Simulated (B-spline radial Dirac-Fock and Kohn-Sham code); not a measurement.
Li: input and output of one calculation

ΔSCF core binding energies without Breit or QED terms, calculated with a B-spline atomic structure program. Keys: rel is the Hamiltonian (dirac, or spin-free x2c and nr, where L3 and M5 stand for the whole 2p and 3d shells), method is hf or an exchange,correlation pair (spin-unpolarised, also for the hole states), nuc the nuclear model, radius_factor scales its radius, rmax is the box in bohr, h the logarithmic mesh step, order the B-spline order, points the quadrature points per cell, c_factor scales the speed of light, and damp, ndamp, maxit and tol steer the iteration. The run stops when the commutator error falls below 10·tol·max(1, Z/10), or the numerical noise floor, and the energy has settled to about 1e-8 Ha; the virial ratio is −V/T.

Input (task.json):

```json
{"items": [{"Z": 3, "q": 0, "cfg": [[1, 0, 2], [2, 0, 1]], "A": 7, "rrms": 2.444, "do": "settings", "holes": ["K", "L3", "M5"],
  "settings": [{"rel": "dirac", "method": "pbee", "nuc": "fermi", "radius_factor": 1.0, "rmax": 45.0, "h": 0.3, "order": 8, "points": 10, "c_factor": 1.0, "maxit": 51, "damp": 0.5, "ndamp": 3, "tol": 1e-08}]}]}
```

Command: `python xray2_run.py task.json out`

The program stops without a result: KeyError: "LibXCFunctional: name 'PBEE' not found.".

Question: One setting is unsound. Which, and why?

Answer: method names a functional that the program does not serve.
